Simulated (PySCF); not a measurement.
An element was calculated at PBE (PySCF 2.14, ECP, a double-zeta basis, no spin-orbit coupling), in the ground configurations that NIST lists.

```
electron affinity          : 0.920 eV
first ionisation energy    : 8.812 eV
second ionisation energy   : 19.653 eV
third ionisation energy    : 33.081 eV
polarisability of the atom : 24.9 bohr³
```

Q: Which element is it?

A: Palladium (Pd, Z = 46), in aug-cc-pVDZ-PP with ECP28MDF. NIST lists 8.337, 19.43 ± 0.12, 32.93 eV for these ionisation energies.
